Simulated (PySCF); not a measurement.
**Molecular orbitals of BPb**

BLYP at R = 2.256 Å; B cc-pVTZ, Pb cc-pVTZ-PP with ECP60; scalar-relativistic core potentials (PySCF 2.14). State: ⁴Σ⁻ (quartet), unpaired electrons σ ↑, π ↑↑. Only the outer orbitals are listed, counted within each symmetry, core potentials removing the inner ones.

| spin | orbital | occ. | ε (eV) | on B (%) | main shells (%) |
| --- | --- | --- | --- | --- | --- |
| α | 5σ | 1 | -13.16 | 20 | 78 Pb s, 16 B s |
| α | 6σ | 1 | -8.74 | 67 | 66 B s, 17 Pb s, 15 Pb p |
| α | 3π | 1 | -4.71 | 42 | 57 Pb p, 42 B p |
| α | 3π | 1 | -4.71 | 42 | 57 Pb p, 42 B p |
| α | 7σ | 1 | -4.70 | 62 | 55 B p, 33 Pb p |
| α | 4π | 0 | -2.27 | 54 | 54 B p, 43 Pb p |
| α | 4π | 0 | -2.27 | 54 | 54 B p, 43 Pb p |
| α | 8σ | 0 | 0.40 | 10 | 100 Pb p, 29 B p |
| β | 5σ | 1 | -12.35 | 15 | 83 Pb s, 12 B s |
| β | 6σ | 1 | -7.43 | 62 | 62 B s, 23 Pb p, 13 Pb s |
| β | 3π | 0 | -3.76 | 32 | 68 Pb p, 32 B p |
| β | 3π | 0 | -3.76 | 32 | 68 Pb p, 32 B p |
| β | 7σ | 0 | -3.19 | 64 | 48 B p, 31 Pb p, 16 B s |

**Question.** Which are the highest filled and the lowest empty level, where do they sit, and how wide is the gap?

**Answer.** Highest filled α 7σ at -4.70 eV (in %: 55 B p, 33 Pb p); lowest empty β 3π at -3.76 eV (in %: 68 Pb p, 32 B p); the gap at BLYP is 0.94 eV.

The bond order (Mayer) is 1.89 and the ⟨S²⟩ is 3.752. The charge on B (Mulliken, basis-dependent) is -0.14. The charge on B (Löwdin, basis-dependent) is -0.26 and the dipole moment (positive dipole means B(−)Pb(+)) is 1.88 D.

These are scalar-relativistic numbers at best; spin–orbit coupling would shift them, the dissociation energy most. The state was picked by a PBE0 search and need not be the measured ground state.
